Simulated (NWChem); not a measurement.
C3H4BFO; SMILES OB1C=C[C@H]1F

```xyz
10

O      0.9907     1.7689    -0.1326
B      0.0779     0.8211     0.1499
C     -1.4378     0.6840    -0.0979
C     -1.2437    -0.6591    -0.1021
C      0.1446    -0.7530     0.4804
F      1.0451    -1.5247    -0.2309
H      1.8958     1.4661    -0.0011
H     -2.3370     1.2510    -0.3445
H     -1.8860    -1.4827    -0.4450
H      0.1567    -1.0921     1.5302
```
Atoms are numbered in this order, from 1.

Program: NWChem. Pople sets run with spherical d functions. Geometry: optimised at PBE0/def2-SVP. B3LYP is NWChem's, with the RPA form of VWN correlation. Atomic charges in e: unrestrained fits to the electrostatic potential beside Mulliken populations; buried atoms are poorly determined by the fit.

For level B3LYP/def2-SVP:

```
Property     Value
-----------  -----
ESP O1       -0.52
Mulliken O1  -0.08
ESP B2        0.32
Mulliken B2  -0.14
Mulliken C3   0.07
Mulliken C5   0.29
```

Q: Estimate the same quantities for level Hartree-Fock/6-31G*.

A: 
| Quantity | Result |
|---|---|
| ESP O1 | -0.65 |
| Mulliken O1 | -0.71 |
| ESP B2 | 0.50 |
| Mulliken B2 | 0.61 |
| Mulliken C3 | -0.36 |
| Mulliken C5 | 0.09 |
